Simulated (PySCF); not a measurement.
Computed shifts of a molecule CH5FO2Si2, PySCF with PBE/pcSseg-1, GIAO, gas phase, atoms alike by connectivity averaged where their shifts nearly agree, in ppm (number of nuclei): ¹³C: 183.5 (1). ²⁹Si: -7.0 (1), -110.6 (1). ¹⁹F: -237.7 (1). ¹H: 6.77 (1), 5.99 (1), 3.90 (3). References: ¹⁷O against H2O (σ = 334.3 ppm); ¹³C against TMS (σ = 182.0 ppm); ²⁹Si against TMS (σ = 335.4 ppm); ¹⁹F against CFCl3 (σ = 133.6 ppm); ¹H against TMS (σ = 31.49 ppm), references at their B3LYP-D3(BJ)/def2-TZVP geometries, non-relativistic. Coordinates come from a PBE0-D3(BJ)/def2-SVP optimisation. One conformer was computed; it need not be the lowest.

**Question.** Pick the molecule that these values belong to.
A) O=C[SiH2]O[SiH2]F
B) F[Si@H]1OC[SiH2]O1
C) F[SiH2][SiH]1OCO1
D) O=C(O)[Si@@H](F)[SiH3]

**Answer.** D, O=C(O)[Si@@H](F)[SiH3]
